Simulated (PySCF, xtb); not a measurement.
CH₅ClOSi, SMILES C[SiH](O)Cl.

Coordinates come from a PBE-D3(BJ)/def2-SVP optimisation. Other conformers were not sampled.

These are C-PCM-ωB97X/def2-SVP run with PySCF values and carry that method's errors.

The values are the electrostatic part of the solvation free energy, E(continuum) − E(gas) at the gas-phase geometry, in a cavity of scaled van der Waals radii (PySCF's table); cavitation and dispersion terms are not included. In vacuum the orbital gap is 14.18 eV. The dipole moment in vacuum is 2.24 D.

Computed values in water (ε = 78.36), 1-octanol (ε = 9.86), ethylethanoate (ε = 5.99):
| solvent | ε | ΔG(elec) (kcal/mol) | dipole (D) | gap (eV) |
|---|---|---|---|---|
| water | 78.36 | -5.4 | 2.78 | 14.50 |
| 1-octanol | 9.86 | -4.9 | 2.72 | 14.48 |
| ethylethanoate | 5.99 | -4.5 | 2.68 | 14.46 |

For comparison, GFN2-xTB/ALPB(water) (xtb, at the GFN2-xTB geometry, all terms of that model) gives -5.5 kcal/mol.
